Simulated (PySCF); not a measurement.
## Electric field gradients and quadrupole coupling constants

Compound: C2H10O2Si3.
Z-matrix (Å and degrees, GFN2-xTB geometry), rows numbered from 1:
```
C 
Si  1  1.9021
Si  2  2.3078  1  118.08
O   2  1.7015  1  101.75  3  -116.84
C   4  1.3147  2  123.80  1   131.62
O   5  1.2119  4  122.97  2     0.05
Si  5  1.9157  4  111.42  2  -178.82
H   1  1.0875  2  111.87  3    45.18
H   1  1.0869  2  111.74  3   165.91
H   1  1.0851  2  110.13  3   -74.33
H   2  1.4720  1  108.39  3   140.30
H   3  1.4796  2  106.94  1    59.28
H   3  1.4601  2  113.79  1   175.20
H   3  1.4640  2  113.69  1   -55.95
H   7  1.4632  5  106.41  4    67.36
H   7  1.4613  5  106.76  4   -50.23
H   7  1.4589  5  108.91  4  -172.11
```

Field gradients from the PBE0/pcSseg-1 density (PySCF, non-relativistic), principal values in atomic units, ordered |Vxx| ≤ |Vyy| ≤ |Vzz|:

```tsv
atom	Vxx	Vyy	Vzz
O4	-0.5372	-0.7495	1.2867
O6	0.5995	0.8835	-1.4830
```

Task: Find the asymmetry η = (Vxx − Vyy)/Vzz and the couplings χ = eQV/h (234.96 MHz × Q in barn × V in au), with Q(17O) = −0.0256 b.

Result: 
| atom | environment | nucleus | η | χzz (MHz) | χxx (MHz) | χyy (MHz) |
| --- | --- | --- | --- | --- | --- | --- |
| O4 | oxygen singly bound to a carbonyl carbon | 17O | 0.17 | -7.74 | 3.23 | 4.51 |
| O6 | carbonyl oxygen | 17O | 0.19 | 8.92 | -3.61 | -5.31 |

The tensor is traceless: Vxx + Vyy + Vzz = 0.

Task: What is Vzz at O6 in SI units (1 au = 9.71736 × 10²¹ V/m²)?

Result: -1.4830 au = -14.411 × 10²¹ V/m².

Were the hydrogens deuterons (Q(2H) = 0.00286 b), χzz would run from 102 kHz (H12) to 219 kHz (H10).

Geometry: GFN2-xTB, one conformer, isolated molecule. GFN2-xTB bond lengths can be off by several hundredths of an ångström, more for odd bonds, and the gradients follow them. These gradients aren't converged with respect to the basis.

The run behind these numbers computed NMR shieldings as well. On an Arm Neoverse V2 with one thread, shared host with 96 logical CPUs at a one-minute load of 34, this took 27 s of wall time and 0.89 GiB of memory at its peak.
